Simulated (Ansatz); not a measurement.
Stepwise reaction of `[F][Ta](=[S])([Cl])[Cl]` with ammonia, as a gas-phase model of exchange steps in deposition or etching. ΔE in kJ/mol; ΔG adds harmonic PBE0-D4 terms to CCSD(T)/CBS, at 1 bar.

Isolated molecules relaxed with PBE0-D4/def2-TZVP in Ansatz; ΔE leaves out vibrations. CCSD(T)/CBS is the MP2 limit (def2-TZVPP, def2-QZVPP) plus CCSD(T) − MP2 in def2-TZVPP, frozen cores. This one scheme is used for every species. Functionals use def2-TZVPP. B3LYP here is the variant with VWN-RPA as its local correlation; programs differ in this. Elements past krypton have def2 core potentials. For Ta outer-core shells are correlated without core-valence functions, which leaves a few kJ/mol of doubt a bond. One conformer a species, not always the lowest.

```csv
step,reaction,PBE-D4,B3LYP-D4,ωB97M-V,CCSD(T)/CBS,ΔG(600 K)
1,`[F][Ta](=[S])([Cl])[Cl]` + NH₃ → `[NH2][Ta]([F])(=[S])[Cl]` + HCl,52.4,50.9,49.5,50.6,44.0
2,`[NH2][Ta]([F])(=[S])[Cl]` + NH₃ → `[NH2][Ta]([NH2])([F])=[S]` + HCl,72.9,71.9,70.9,72.0,61.4
```

**Question.** By hand: ΔE of the 2 steps together at CCSD(T)/CBS.

**Answer.** (50.6) + (72.0) = 122.6 kJ/mol, or 61.3 kJ/mol a step.

In ΔE each step is higher than the one before. All are uphill at CCSD(T)/CBS. ΔG lies between 44.0 and 61.4 kJ/mol a step. PBE-D4 differs from CCSD(T)/CBS by 0.9 to 1.8 kJ/mol a step. Only this route is followed, and other bonds may react first. Isolated molecules leave out the surface, adducts and barriers. Largest T1 diagnostic: 0.020.
